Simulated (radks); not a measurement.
Hf52+, 20 electrons, occupied as [Ar] 3d2.

All-electron calculation, non-relativistic Kohn-Sham, exchange-only B88, spin-polarised, spherical densities, point nucleus; open shells are filled with parallel spins first (spin-orbit coupling, left out, can overturn this in heavy ions); relativity is left out, which matters for an element this heavy. Program: a radial shooting solver on a logarithmic mesh with Libxc functionals.

Energy parts (hartree):
| part | energy |
|---|---|
| total | -11790.7715 |
| kinetic | 11790.7715 |
| electron-nucleus | -24961.5384 |
| Hartree | 1548.0911 |
| exchange | -168.0958 |

Orbitals (lengths in bohr, moments of r in powers of bohr; r(max) is where P^2 peaks; r(90%) holds 90 % of the orbital's charge):
orbital,occ.,eigenvalue (hartree),r(90%),r(max)
1s up,1,-2339.587,0.0374,0.01396
1s down,1,-2339.581,0.0374,0.01396
2s up,1,-484.9046,0.135,0.07585
2s down,1,-484.4300,0.135,0.07582
2p up,3,-470.5804,0.120,0.05892
2p down,3,-470.2409,0.120,0.05889
3s up,1,-188.8433,0.307,0.2011
3s down,1,-188.4427,0.307,0.2012
3p up,3,-183.0969,0.297,0.1885
3p down,3,-182.6480,0.297,0.1887
3d up,2,-173.7100,0.264,0.1466
3d down,0,-173.1038,0.265,0.1467
4s up,0,-99.32381,0.557,0.3997
4s down,0,-99.18633,0.558,0.4002
4p up,0,-96.78270,0.551,0.3914
4p down,0,-96.63267,0.552,0.3919
4d up,0,-92.82138,0.531,0.3650
4d down,0,-92.64926,0.532,0.3657
4f up,0,-88.92599,0.471,0.2856
4f down,0,-88.70633,0.473,0.2865

The highest occupied level is 3d up at -4726.9 eV. For comparison, the ionisation energy in NIST's Atomic Spectra Database is 4846 eV (theoretical). In exact Kohn-Sham theory the highest level is minus the ionisation energy, but local and semilocal functionals leave it too shallow, through self-interaction and a potential that decays too fast; potentials with the right tail come closer. Summed over all electrons, <r^2> = 0.5106 bohr^2, which gives a Langevin (diamagnetic) susceptibility term of -0.404 x 10^-6 cm^3/mol. The density falls to 0.001 e/bohr^3 at r = 0.63 bohr. Virial ratio -V/T = 2.00000. The electron density at the nucleus is 2.668e+05 e/bohr^3.
